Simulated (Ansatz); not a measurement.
`N[SiH2]N[SiH2]Cl`, charge 0, multiplicity 1.

(1) Give a relaxed structure at PBE0-D4/def2-TZVP (Ansatz 0.2.0). (Estimate.)

## Answers

(1) Computed: 
```xyz
12

N     2.204    0.191    0.140
Si    0.678    0.409    0.877
N    -0.562    0.597   -0.315
Si   -1.854   -0.469   -0.638
Cl   -1.290   -2.073   -1.821
H     2.407   -0.606   -0.441
H     3.035    0.571    0.561
H     0.839    1.619    1.725
H     0.183   -0.724    1.705
H    -0.380    1.293   -1.027
H    -2.351   -1.050    0.626
H    -2.910    0.241   -1.393
```
This is one stationary point; other conformers may exist.
